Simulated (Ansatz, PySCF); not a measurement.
Complex: SiH4 (SMILES [SiH4]) (first 5 atoms) with C2H6 (SMILES CC); geometry from B3LYP-D3(BJ)/def2-TZVP, rigid monomers moved along the line of their centres of mass till Si1···C7 is 3.39 Å.
(charge 0, multiplicity 1):
```json
[
 {"atom": "Si", "x (Å)": "-0.2623", "y (Å)": "-0.0583", "z (Å)": "0.2181"},
 {"atom": "H", "x (Å)": "-0.0498", "y (Å)": "1.2741", "z (Å)": "0.8257"},
 {"atom": "H", "x (Å)": "-1.6462", "y (Å)": "-0.5091", "z (Å)": "0.4846"},
 {"atom": "H", "x (Å)": "0.6944", "y (Å)": "-1.0238", "z (Å)": "0.8031"},
 {"atom": "H", "x (Å)": "-0.0438", "y (Å)": "0.0266", "z (Å)": "-1.2440"},
 {"atom": "C", "x (Å)": "0.8467", "y (Å)": "0.2472", "z (Å)": "3.7879"},
 {"atom": "C", "x (Å)": "-0.6010", "y (Å)": "-0.1926", "z (Å)": "3.5924"},
 {"atom": "H", "x (Å)": "1.3430", "y (Å)": "0.4168", "z (Å)": "2.8306"},
 {"atom": "H", "x (Å)": "1.4212", "y (Å)": "-0.5084", "z (Å)": "4.3274"},
 {"atom": "H", "x (Å)": "0.9051", "y (Å)": "1.1762", "z (Å)": "4.3584"},
 {"atom": "H", "x (Å)": "-1.1766", "y (Å)": "0.5627", "z (Å)": "3.0535"},
 {"atom": "H", "x (Å)": "-1.0978", "y (Å)": "-0.3619", "z (Å)": "4.5497"},
 {"atom": "H", "x (Å)": "-0.6605", "y (Å)": "-1.1226", "z (Å)": "3.0235"}
]
```

Interaction energies are E(AB) − E(A) − E(B) at the monomers' geometry in the complex; basis-set methods are counterpoise corrected. Rows marked so take none.

Cores are frozen in the correlated methods. Rows in 3-21G, 6-31G* carry no dispersion term and start afresh at each structure (6-31G* with six Cartesian d functions). MP2/6-31G* freezes PySCF's default core.

The values were computed with Ansatz (Gaussian basis) for Hartree–Fock, density functionals and correlated methods; PySCF for 3-21G rows, 6-31G* rows, the dispersion terms. Each number belongs to the level named beside it.

```csv
level,interaction energy (kcal/mol)
HF/6-31G*,3.30
PBE/def2-TZVPPD,1.03
B3LYP/3-21G (no counterpoise),1.08
B3LYP/6-31G* (no counterpoise),2.07
B3LYP-D3(BJ)/def2-TZVPPD,-0.59
B3LYP-D4/def2-TZVPPD,-0.30
M06-2X/6-31G* (no counterpoise),-1.30
MP2/6-31G*,?
MP2/aug-cc-pV(D+d)Z,?
```

**Question.** Fill in the missing entries.

**Answer.** 
- MP2/6-31G*, interaction energy (kcal/mol): 2.02
- MP2/aug-cc-pV(D+d)Z, interaction energy (kcal/mol): 0.16

Ansatz is a quantum-chemistry and plane-wave program.
